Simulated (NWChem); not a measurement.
BH2S2Cl; SMILES SB(S)Cl

```xyz
6

B      0.0000     0.0000     0.0097
Cl     0.0000     0.0000    -1.7522
S      1.6184     0.0000     0.7991
H      1.2034     0.0000     2.0838
S     -1.6184     0.0000     0.7991
H     -1.2034     0.0000     2.0838
```
Atoms are numbered in this order, from 1.

All runs: NWChem. Pople sets run with spherical d functions. Structure relaxed at the PBE0/def2-SVP level. B3LYP is NWChem's, with the RPA form of VWN correlation. Vertical excitations in the gas phase; the lowest state need not have the same character in each row.

| level | lowest excitation, singlet (eV) | oscillator strength of that lowest state | lowest state with f > 0.02, singlet (eV) | lowest triplet (eV) | orbital gap (eV) |
|---|---|---|---|---|---|
| PBE/6-31G*, TDA | 5.53 | 0.000 | 5.79 | 4.53 | 4.82 |
| B3LYP/6-31G*, TDA | 5.86 | 0.000 | 6.07 | 4.86 | 6.49 |
| Hartree-Fock/6-31G*, CIS | 6.82 | 0.000 | 7.40 | 6.14 | 13.32 |
| LDA (Slater exchange, VWN5)/6-31G*, TDA | ___ | 0.000 | 5.76 | 4.52 | ___ |

**Question.** Some entries are withheld; supply them.

**Answer.** 
- LDA (Slater exchange, VWN5)/6-31G*, TDA, lowest excitation, singlet (eV): 5.47
- LDA (Slater exchange, VWN5)/6-31G*, TDA, orbital gap (eV): 4.74
